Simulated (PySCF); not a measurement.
A structure optimised at r2SCAN-D4/def2-SVP, used in a PySCF frequency run:

```xyz
12

N     -2.2865     2.4624    -0.2068
C     -2.0168     1.3332    -0.2973
C     -1.5985    -0.0512    -0.3690
Si     0.0680    -0.2809     0.5380
Si     1.7419     1.0635    -0.4014
Cl     0.5924    -2.2804     0.2761
H     -1.4824    -0.3624    -1.4214
H     -2.3561    -0.7092     0.0904
H     -0.1568    -0.0400     1.9911
H      3.0531     0.6964     0.2096
H      1.7802     0.7895    -1.8697
H      1.4506     2.5069    -0.1610
```

Problem. Write its SMILES and formula.

Solution. N#CC[Si@H]([SiH3])Cl, C2H6ClNSi2

Problem. What are its rotational constants (standard atomic weights)?

Solution. 2.2563, 1.1774, 0.82255 GHz
